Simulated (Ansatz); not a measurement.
Cost and result up the ladder for B₅P₅ (the lowest singlet isomer of a short search) (10 atoms). The state is a singlet with charge 0. Geometry: r2SCAN-D4/def2-SVP.

```xyz
10

B     0.6909    1.4204   -0.4689
B    -0.3155   -1.3684    0.4436
B     1.3282   -1.0007   -0.7012
B    -1.5602   -0.3266    0.5406
B    -0.9776    1.3602    0.4556
P    -2.8071    0.8984    0.5926
P     0.1726    2.7561    0.6247
P     1.3818   -1.7169    1.0855
P     0.3552   -2.5675   -0.9151
P     1.7317    0.5450   -1.6576
```

Ansatz on 4 threads of Arm Neoverse V2 on a shared host. Times are rough, and most runs start from the orbitals of an earlier one. No level here is sound enough to serve as a yardstick. Binding counts from free atoms at the same level (B doublet, P quartet; other spins of the atoms weren't run), without zero-point energy or a counterpoise term.

B3LYP takes the VWN-RPA correlation. Correlated methods freeze 30 core orbitals. The rows differ in basis, and correlated rows in double-zeta sets carry the largest basis error. Another isomer (singlet) lies 0.47 eV lower at PBE0-D4/def2-TZVP.

Run but left out: HF/STO-3G, HF/6-31G (restricted singlet, unstable in another Hartree–Fock run and untested here).

Correlated methods converge slowly with the basis, most of all in double-zeta sets.

```tsv
level	functions	wall time	binding energy per atom (eV)	remarks
B3LYP-D4/6-31G	110	2 s	3.53	restricted SCF unstable in HF
PBE-D4/def2-SVP	160	2.3 s	4.35	restricted SCF unstable in HF
PBE0-D4/def2-SVP	160	3.3 s	4.16	restricted SCF unstable in HF
PBE-D4/def2-TZVP	340	5.5 s	4.32	–
B3LYP-D4/def2-TZVP	340	12 s	4.00	restricted SCF unstable in HF
r2SCAN-D4/def2-TZVP	340	12 s	4.13	restricted SCF unstable in HF
MP2/def2-TZVP	340	13 s	4.00	restricted SCF unstable
RPA@PBE/def2-TZVP	340	16 s	3.56	–
PBE0-D4/def2-TZVP (with forces)	340	22 s	4.14	restricted SCF unstable in HF
B97M-V/def2-TZVP	340	24 s	4.22	restricted SCF unstable in HF
CCSD(T)/def2-SVP	160	28 s	3.58	large T1 (0.023), restricted SCF unstable
```
